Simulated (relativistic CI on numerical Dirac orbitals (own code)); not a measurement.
## Energy levels of Bi2+

Computed by Dirac-Coulomb-Breit CI, orbitals from a KLI potential per configuration, QED by a radiative potential, valence Slater integrals scaled by 0.85, P86 correlation energy added to each configuration (own radial code, finite nucleus).

CI space (outside the closed core [Xe] 4f14 5d10): 6s2 6p, 6s 6p2, 6s2 6d, 6s2 7s, 6p3, 6s2 6f, 6s 6p 6d, 6s2 7p, 6s2 8s, 6s2 5f, 6s2 7d, 6s2 8p, 6s 6p 6f, 6s2 8d, 6s2 5g, 6s2 7f. Levels of other configurations are missing.

The lowest level is 6s2 6p 2P°_1/2, with 99 % of that term; Hund's rules for 6s2 6p give 2P° with J = 1/2, in agreement.

```tsv
No.	Configuration	Term	J	E (eV)	%	Landé g
1	6s2 6p	2P°	1/2	0.0000	99	0.666
2	6s2 6p	2P°	3/2	2.5262	98	1.334
3	6s 6p2(3P)	4P	1/2	8.3101	89	2.568
4	6s 6p2(3P)	4P	3/2	9.7541	97	1.708
5	6s 6p2(3P)	4P	5/2	10.6924	71	1.482
6	6s 6p2(1D)	2D	3/2	11.9857	59	0.840
7	6s2 7s	2S	1/2	12.3376	99	1.998
8	6s2 6d	2D	5/2	12.7640	51	1.294
9	6s 6p2(3P)	2P	1/2	13.9057	61	1.244
10	6s2 6d	2D	3/2	14.1086	64	0.844
11	6s 6p2(1D)	2D	5/2	14.8291	48	1.226
12	6s2 7p	2P°	1/2	14.9564	100	0.666
13	6s2 7p	2P°	3/2	15.5718	100	1.334
14	6s 6p2(1S)	2S	1/2	16.4434	58	1.536
15	6s 6p2(3P)	2P	3/2	16.8940	87	1.273
16	6s2 5f	2F°	7/2	17.4768	97	1.144
17	6s2 5f	2F°	5/2	17.5024	97	0.857
18	6s2 8s	2S	1/2	18.4918	99	1.997
19	6s2 7d	2D	3/2	18.9599	98	0.802
20	6s2 7d	2D	5/2	19.0396	98	1.201
21	6s2 8p	2P°	1/2	19.5817	100	0.666
22	6s2 8p	2P°	3/2	19.8502	99	1.331
23	6s 6p 6d	4F°	3/2	20.2832	59	0.615
24	6s2 6f	2F°	5/2	20.5528	86	0.883
25	6s2 6f	2F°	7/2	20.5543	95	1.146
26	6s 6p 6d	4F°	5/2	20.8716	68	1.068
27	6s 6p 6d	2D°	3/2	20.9747	31	0.845
28	6s 6p 6d	2D°	5/2	21.0739	46	1.256
29	6s2 5g	2G	9/2	21.2598	100	1.111
30	6s2 5g	2G	7/2	21.2598	100	0.889
```

Energies count from the lowest computed level; ° marks odd parity. Percentages are summed over parent terms; the parents shown are those of the largest component, closed shells are left out there.

The mean weight of the leading LS term, summed over parents, in these 30 levels is 82 %, and that of the leading jj configuration (from the same eigenvectors) 83 %.

For a near-neutral ion this model can misplace configurations by up to about 10,000 cm⁻¹ (more where the count of f electrons changes) and terms by 10 to 25 % of their spread. Rates follow the energies as ν³ (E1, M1) or ν⁵ (E2), so they and the lifetimes can be off by large factors. The fine structure of a lone outer electron comes out too small, for d and f at times inverted, and misplaced configurations move strength between like terms. 21 of the 25 excited levels that our extract of the measured tables holds in this range could be paired (the sources list more); they are missed by 4293 cm⁻¹ on average and 17639 at most, and levels without a partner can miss by more.

LS names give the leading component of a level, which can be under half, so a name can repeat, a term be missing and a line seem to break the LS rules.
